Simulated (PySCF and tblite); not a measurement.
4 constitutional isomers of C7H8O2:

```tsv
isomer	SMILES
A	[CH3:1][c:2]1[o:3][cH:4][cH:5][c:6](=[O:7])[c:8]1[CH3:9]
B	[CH3:1][c:2]1[cH:3][c:4](=[O:5])[cH:6][c:7]([CH3:8])[o:9]1
C	[CH3:1][c:2]1[cH:3][c:4]([CH3:5])[o:6][c:7](=[O:8])[cH:9]1
D	[CH3:1][C:2](=[O:3])[C@@H:4]1[C:5](=[O:6])[CH:7]=[C:8]1[CH3:9]
```

Measured ¹³C shifts of one of them (ppm against TMS, one entry a carbon; solvent CDCl3; Stadelmann, Balmer, Riniker, Ebert, PCCP 2022): 180.2, 165.4, 165.4, 113.8, 113.8, 19.8, 19.8.

Protocol: conformer search, at most 3 conformers an isomer, GFN2-xTB geometries, energies PBE0/pcSseg-1 (IEF-PCM, chloroform) (D3(BJ) added where defined), GIAO shieldings PBE0/pcSseg-1 (IEF-PCM, chloroform), weights at 298.15 K with GFN2-xTB thermal terms. Programs: PySCF with density fitting and tblite.

Computed shifts in falling order:

```tsv
carbon	measured	A	B	C	D
1	180.2	179.7	182.4	172.6	213.7
2	165.4	170.5	174.0	167.6	195.1
3	165.4	162.2	174.0	166.6	188.6
4	113.8	131.3	121.7	115.4	141.4
5	113.8	123.2	121.7	112.2	79.4
6	19.8	21.6	23.6	24.5	33.5
7	19.8	9.8	23.6	24.0	21.4
```

Question: Which structure fits the measured spectrum?

Answer: After a straight-line fit of each column to the measured values (slope held to 0.85 to 1.15; an offset alone for few or close values), with errors scored by one-sided Student-t tails (width 1.5 ppm, 10 degrees of freedom):

```csv
isomer,slope,mean error (ppm),largest error,P (%)
A,1.033,6.45,14.1,0.0
B,1.015,1.89,4.9,97.8
C,0.958,2.33,5.6,2.2
D,1.137,12.13,42.5,0.0
```

The score favours B, which is the compound measured. Its computed assignment: ¹H (against TMS): 6.25 (H3/H6, 2H), 2.40 (H1/H8, 6H). ¹³C (against TMS): 182.4 (C4), 174.0 (C2/C7), 121.7 (C3/C6), 23.6 (C1/C8).

Shifts are unscaled: against experiment ¹³C can be off by 15 ppm or more and ¹H by 0.8 ppm. A force-field rotamer fell away at GFN2-xTB, so the set may lack it. The search found a single conformer for at least one isomer; other rotamers may be missing.
